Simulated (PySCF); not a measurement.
**Worked example: oscillator strength and radiative lifetime**

HIOPb, SMILES [OH][Pb][I] (connectivity only; charge and spin as stated), neutral, multiplicity 1.

Geometry optimised at B3LYP-D3(BJ)/def2-SVP. The def2 effective core potentials stand for the cores of I, Pb; spin–orbit coupling is left out. One conformer was computed; it need not be the lowest.

TDA-B3LYP/def2-SVPD (PySCF) puts the first singlet state with f over 0.02 at 3.44 eV (vertical), with the transition dipole (0.046, -0.563, 0.000) in atomic units.

Find the oscillator strength, the wavelength and the radiative lifetime that this transition would have in vacuum if emission retraced absorption.


|μ|² = 0.3191 au, so |μ| = 1.44 D. ΔE = 3.44/27.211 = 0.1264 hartree. f = (2/3) ΔE |μ|² = 0.027 (the program prints 0.027).
λ = 1239.84/3.44 = 360 nm; ν = 27745 cm⁻¹.
Einstein's coefficient A = 0.6670 ν² f s⁻¹ (ν in cm⁻¹) = 1.4e7 s⁻¹, so τ = 1/A = 72 ns. This state is S3; the lower singlets have f = 0.001, 0.010. The figure is the radiative limit of this one transition; relaxation, internal conversion, crossing to triplets and a medium change what is measured.
